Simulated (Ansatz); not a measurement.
`[CH2][Si](F)(Cl)Cl` radical. Charge 0, multiplicity 2. The structure was optimised at the PBE0-D4/def2-TZVP level.

```xyz
7

C    -0.356   -1.099   -0.140
Si    0.251    0.602    0.021
F     1.415    0.852   -1.023
Cl   -1.215    1.960   -0.351
Cl    0.999    0.960    1.876
H     0.075   -1.794   -0.853
H    -1.168   -1.480    0.470
```

What is the dipole moment at B3LYP/def2-TZVPP? (Estimate.)

The calculation gave: 2.00 D, with components (-0.86, -1.80, 0.04) D in this frame, pointing from negative to positive charge.

And with PBE, r2SCAN, ωB97M-V? (An estimate is asked.)

Computed: PBE 1.90 D, r2SCAN 1.99 D, ωB97M-V 2.02 D.

Give the Mulliken charges with B3LYP, r2SCAN, ωB97M-V in def2-TZVPP. (An estimate is asked.)

Ansatz gave: 
| atom | B3LYP | r2SCAN | ωB97M-V |
| --- | --- | --- | --- |
| C1 | -0.32 | -0.31 | -0.37 |
| Si2 | 0.77 | 0.80 | 0.71 |
| F3 | -0.29 | -0.29 | -0.28 |
| Cl4 | -0.21 | -0.22 | -0.18 |
| Cl5 | -0.21 | -0.22 | -0.18 |
| H6 | 0.13 | 0.11 | 0.15 |
| H7 | 0.13 | 0.11 | 0.15 |

B3LYP here is the variant with VWN-RPA as its local correlation; programs differ in this.
